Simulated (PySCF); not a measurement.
Simulation results for BClH2OSi

Computed with PySCF 2.14.0. Calculation on a computer-drawn molecule: the log of a Hartree-Fock and frozen-core CCSD(T) single point meant for a local Hartree-Fock minimum, with one planted fault or none, to be diagnosed. Offsets are logged minus clean, where the clean run is the same molecule without the fault. The reference is restricted for singlets and unrestricted otherwise, and also for a bond in bohr or an excited solution. Adding or removing an electron swaps singlet and doublet. The excited solution moves the top pair (singlet) or top alpha electron (doublet) to the lowest empty orbital. Highest occupied and lowest empty are orbital energies over both spins, largest force is the largest gradient component, triples share is (T) over the correlation energy, the T1 limit is 0.02 restricted and 0.045 unrestricted, electrons count all cores, a negative frequency is imaginary (commonest isotopes), and the dipole is about the centre of nuclear charge.

BClH2OSi

Logged structure:
```xyz
6
BClH2OSi
Si    -0.1490     0.4320     2.3448
O     -0.1402    -0.8661     1.3016
B     -0.5542    -1.7641     0.4138
Cl    -2.1590    -2.5175     0.5986
H      0.6450    -0.2397     3.4519
H      0.1170    -2.0972    -0.5120
```

```
meant charge                         : 0
meant multiplicity                   : 1
meant basis                          : cc-pV(D+d)Z
logged electrons                     : 45
logged basis functions               : 84
logged SCF converged                 : yes
logged spin squared                  : 0.7723
logged highest occupied              : -16.259 eV
logged lowest empty                  : -7.5671 eV
logged largest force                 : 0.087981 hartree/bohr
logged T1 diagnostic                 : 0.025315
logged D1 diagnostic                 : 0.097172
logged triples share                 : 0.030078
logged CC converged                  : yes
logged dipole magnitude              : 10.113 debye
logged SCF stable within its kind    : yes
logged energy HF                     : -848.92526 hartree
logged energy CCSD(T)                : -849.43542 hartree
possible faults                      : no fault, one electron removed, one electron added, multiplicity raised by two, geometry at a saddle point, SCF held on an excited solution, minimal basis STO-3G, one bond length entered in bohr, all coordinates scaled
planted fault                        : one electron removed
HF energy offset from clean run      : 195 kcal/mol
CCSD(T) energy offset from clean run : 211.2 kcal/mol
```

Drawn bonds:
| atom | other atom | order |
| --- | --- | --- |
| 1 | 2 | 1 |
| 2 | 3 | 1 |
| 3 | 4 | 1 |
| 1 | 5 | 1 |
| 3 | 6 | 1 |
